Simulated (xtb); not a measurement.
C₃H₇Si, charge +2, doublet, at a GFN2-xTB geometry of the parent state (a state made from the parent by changing its charge; the spin is typed, not shown lowest).

Here is a job for xtb.
```
$ xtb mol.xyz --gfn 1 --chrg 2 --uhf 1 --json

# file mol.xyz
11

C      0.11008184    -1.24403197     0.51600597
C      1.21992691    -0.18829585     0.21906911
Si    -0.09074557     1.02551324    -0.42536765
C     -1.16186206    -0.46789349     0.05310847
H      0.06694008    -1.50207124     1.56988077
H      0.25692331    -2.15790036    -0.05177896
H      1.96256275    -0.52504064    -0.50385796
H      1.77426284     0.12497761     1.10343330
H     -0.20921425     2.36432470    -0.98068674
H     -1.88910843    -0.30506467     0.84817330
H     -1.70080852    -0.95508291    -0.75911796
```

### Question
What does this run give for the partial charges in atom order, total energy?

### Answer

| Item | Value |
|---|---|
| partial charges in atom order | C1 -0.02, C2 0.02, Si3 0.80, C4 0.02, H5 0.13, H6 0.13, H7 0.19, H8 0.19, H9 0.18, H10 0.19, H11 0.19 |
| total energy | -10.7086 Eh |
